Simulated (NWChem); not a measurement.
System: Si2H4O2; SMILES O1[SiH2]O[SiH2]1

Input file for NWChem:

```
start job
memory heap 200 mb stack 900 mb global 1100 mb
geometry units angstroms noautoz
  O      1.195588     0.000000     0.000000
  Si     0.000000     1.205293     0.000000
  O     -1.195588     0.000000     0.000000
  Si     0.000000    -1.205293     0.000000
  H      0.000000     2.046304    -1.225419
  H      0.000000     2.046304     1.225419
  H      0.000000    -2.046304     1.225419
  H      0.000000    -2.046304    -1.225419
end
basis spherical
  * library 6-31+g*
end
dft
  xc hfexch
  iterations 150
end
tddft
  nroots 6
  notriplet
end
task tddft energy
```

Excerpt of the output:

```
             Northwest Computational Chemistry Package (NWChem) 7.3.0
             --------------------------------------------------------

 D2H symmetry detected

                             Geometry "geometry" -> ""
                             -------------------------

 Output coordinates in angstroms (scale by  1.889725989 to convert to a.u.)

  No.       Tag          Charge          X              Y              Z
 ---- ---------------- ---------- -------------- -------------- --------------
    1 O                    8.0000     1.19558800     0.00000000     0.00000000
    2 Si                  14.0000     0.00000000     1.20529300     0.00000000
    3 O                    8.0000    -1.19558800     0.00000000     0.00000000
    4 Si                  14.0000     0.00000000    -1.20529300     0.00000000
    5 H                    1.0000     0.00000000     2.04630400    -1.22541900
    6 H                    1.0000     0.00000000     2.04630400     1.22541900
    7 H                    1.0000     0.00000000    -2.04630400     1.22541900
    8 H                    1.0000     0.00000000    -2.04630400    -1.22541900

 Effective nuclear repulsion energy (a.u.)     238.9059022961

      Symmetry information
      --------------------

 Group name             D2h
 Group number             26
 Group order               8
 No. of unique centers     3

  xc_inp: hfexch multiplicative factor not found.

                                 NWChem DFT Module
                                 -----------------

 Summary of "ao basis" -> "ao basis" (spherical)
 ------------------------------------------------------------------------------
       Tag                 Description            Shells   Functions and Types
 ---------------- ------------------------------  ------  ---------------------
 O                          6-31+g*                  8       18   4s3p1d
 Si                         6-31+g*                 10       22   5s4p1d
 H                          6-31+g*                  2        2   2s

      Symmetry analysis of basis
      --------------------------

        ag         22
        au          2
        b1g         9
        b1u        11
        b2g         5
        b2u        17
        b3g         8
        b3u        14

            General Information
            -------------------
          SCF calculation type: DFT
          Wavefunction type:  closed shell.
          No. of atoms     :     8
          No. of electrons :    48
           Alpha electrons :    24
            Beta electrons :    24
          Charge           :     0
          Spin multiplicity:     1
          Use of symmetry is: off; symmetry adaption is: on
          Maximum number of iterations: 150
          AO basis - number of functions:    88
                     number of shells:    44
          Convergence on energy requested:  1.00D-06
          Convergence on density requested:  1.00D-05
          Convergence on gradient requested:  5.00D-04

              XC Information
              --------------
                     Hartree-Fock (Exact) Exchange  1.000

      Superposition of Atomic Density Guess
      -------------------------------------

 Sum of atomic energies:        -729.14196991

      Non-variational initial energy
      ------------------------------

 Total energy =    -730.583587
 1-e energy   =   -1484.510689
 2-e energy   =     515.021200
 HOMO         =      -0.372123
 LUMO         =      -0.011753

      Symmetry analysis of molecular orbitals - initial
      -------------------------------------------------

  Numbering of irreducible representations:

     1 ag          2 au          3 b1g         4 b1u         5 b2g
     6 b2u         7 b3g         8 b3u

  Orbital symmetries:

     1 ag          2 b2u         3 ag          4 b3u         5 ag
     6 b2u         7 ag          8 b2u         9 b1u        10 b3u
    11 b3g        12 b1g        13 ag         14 b3u        15 b2u
    16 ag         17 b1g        18 b1u        19 ag         20 b2g
    21 b3u        22 b2u        23 b3g        24 b1u        25 b3u
    26 ag         27 b1g        28 ag         29 b2u        30 b1u
    31 b3g        32 b3u        33 b2u        34 ag

[...]

                                NWChem TDDFT Module
                                -------------------

            General Information
            -------------------
           No. of orbitals :     176
            Alpha orbitals :      88
             Beta orbitals :      88
        Alpha frozen cores :       0
         Beta frozen cores :       0
     Alpha frozen virtuals :       0
      Beta frozen virtuals :       0
         Spin multiplicity :       1
    Number of AO functions :      88
        Use of symmetry is : off
      Symmetry adaption is : on
         Schwarz screening :  0.10D-07

              XC Information
              --------------
              Hartree-Fock (Exact) Exchange   1.00

             TDDFT Information
             -----------------
          Calculation type : TDHF
         Wavefunction type : Restricted singlets
          No. of electrons :      48
           Alpha electrons :      24
            Beta electrons :      24
              No. of roots :       6
          Max subspacesize :    5200
            Max iterations :     100
               Target root :       1
           Target symmetry : none
      Symmetry restriction : off
                 Algorithm : Optimal
        Davidson threshold :  0.10D-03

    6 smallest eigenvalue differences (eV)
--------------------------------------------------------
  No. Spin  Occ  Vir  Irrep   E(Occ)    E(Vir)   E(Diff)
--------------------------------------------------------
    1    1   24   25 b2g      -0.450     0.057    13.796
    2    1   24   26 b3g      -0.450     0.067    14.054
    3    1   24   27 b1u      -0.450     0.068    14.084
    4    1   24   28 b1u      -0.450     0.085    14.558
    5    1   24   29 au       -0.450     0.086    14.562
    6    1   24   30 ag       -0.450     0.087    14.598
--------------------------------------------------------

  Entering Davidson iterations
  Restricted singlet excited states

  Iter   NTrls   NConv    DeltaV     DeltaE      Time
  ----  ------  ------  ---------  ---------  ---------
    1      6       0     0.72E-01   0.10+100        1.8
    2     18       0     0.55E-01   0.47E-01        1.9
    3     30       0     0.23E-01   0.88E-02        1.9
    4     42       0     0.10E+00   0.70E-02        1.9
    5     54       0     0.71E-01   0.25E-01        1.9
    6     66       0     0.18E-01   0.17E-02        1.9
    7     78       0     0.56E-02   0.27E-03        1.9
    8     89       2     0.16E-02   0.15E-04        1.9
    9     95       4     0.35E-03   0.96E-06        1.8
   10     99       6     0.92E-04   0.65E-07        1.8
  ----  ------  ------  ---------  ---------  ---------
  Convergence criterion met

  Ground state ag       -730.028210121319 a.u.

  ----------------------------------------------------------------------------
  Root   1 singlet b2g            0.301763809 a.u.                8.2114 eV
  ----------------------------------------------------------------------------
     Transition Moments    X -0.00000   Y -0.00000   Z -0.00000
     Dipole Oscillator Strength                    0.0000000000
     Electric Quadrupole                           0.0000002571
     Magnetic Dipole                               0.0000081899
     Total Oscillator Strength                     0.0000084471

     Occ.   21  b2g ---  Virt.   28  ag   0.10521 X
     Occ.   21  b2g ---  Virt.   34  ag  -0.10370 X
     Occ.   21  b2g ---  Virt.   37  ag  -0.06703 X
     Occ.   22  b3g ---  Virt.   29  b1g  0.24497 X
     Occ.   22  b3g ---  Virt.   36  b1g  0.21807 X
     Occ.   24  b1u ---  Virt.   25  b3u -0.80495 X
     Occ.   24  b1u ---  Virt.   33  b3u  0.44948 X
     Occ.   24  b1u ---  Virt.   47  b3u -0.06204 X
  ----------------------------------------------------------------------------
  Root   2 singlet au             0.329872003 a.u.                8.9763 eV
  ----------------------------------------------------------------------------
     Transition Moments    X -0.00000   Y  0.00000   Z  0.00000
     Dipole Oscillator Strength                    0.0000000000
     Electric Quadrupole                           0.0000000000
     Magnetic Dipole                               0.0000000000
     Total Oscillator Strength                     0.0000000000

     Occ.   18  b1u ---  Virt.   29  b1g  0.05041 X
     Occ.   21  b2g ---  Virt.   40  b2u  0.07589 X
     Occ.   22  b3g ---  Virt.   25  b3u  0.57566 X
     Occ.   22  b3g ---  Virt.   33  b3u -0.36141 X
     Occ.   24  b1u ---  Virt.   29  b1g -0.59596 X
     Occ.   24  b1u ---  Virt.   36  b1g -0.40279 X
     Occ.   24  b1u ---  Virt.   54  b1g  0.06251 X
  ----------------------------------------------------------------------------
  Root   3 singlet b1u            0.333904937 a.u.                9.0860 eV
  ----------------------------------------------------------------------------
     Transition Moments    X -0.00000   Y  0.00000   Z -0.27228
     Dipole Oscillator Strength                    0.0165029272
     Electric Quadrupole                           0.0000000000
     Magnetic Dipole                               0.0000000000
     Total Oscillator Strength                     0.0165029272

[...]
```

Level: Hartree-Fock/6-31+G* (spherical d), TDHF. The geometry was optimised at PBE0/def2-SVP.
